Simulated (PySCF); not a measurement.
Gallium cyanide, CGaN (singlet state).
SMILES: `N#[C][Ga]`

The closed-shell ground state was solved at several levels (PySCF, density fitting, gas phase). Geometry: PBE0-D3(BJ)/def2-SVP; no solvent, vibrations or thermal averaging. Relativistic effects, spin–orbit coupling among them, are left out although an element past zinc is present.

```csv
level,basis functions,total energy (Eh),HOMO (eV),LUMO (eV),gap (eV),dipole (D)
PBE0/pcSseg-1,75,-2017.1122,-7.68,-2.52,5.16,4.02
wB97X-D/pcSseg-2,135,-2017.7932,-9.57,-0.95,8.62,4.31
PBE0/def2-SVPD,78,-2017.0104,-7.69,-2.53,5.16,4.10
```

Estimate the row for B3LYP/pcJ-1 (pcSseg-1 on Ga), a basis of 95 functions; the other rows only guide the guess.

Total energy -2017.5516 Eh, HOMO -7.56 eV, LUMO -2.76 eV, gap 4.80 eV, dipole 4.09 D.

Over all these levels, which gives the widest orbital gap and which the narrowest?

wB97X-D/pcSseg-2 (range-separated hybrid) has the widest, 8.62 eV, and B3LYP/pcJ-1 (pcSseg-1 on Ga) (global hybrid, 20 % exact exchange) the narrowest, 4.80 eV. Functional and basis both differ between the two, so the spread mixes both effects.

How far do the dipole and the HOMO energy spread over the levels?

The dipole runs from 4.02 to 4.31 D (mean 4.13 D) and the HOMO from -9.57 to -7.56 eV.

The pairwise dispersion term of wB97X-D wasn't added to the energies; at a given geometry it leaves orbitals and properties as they are.
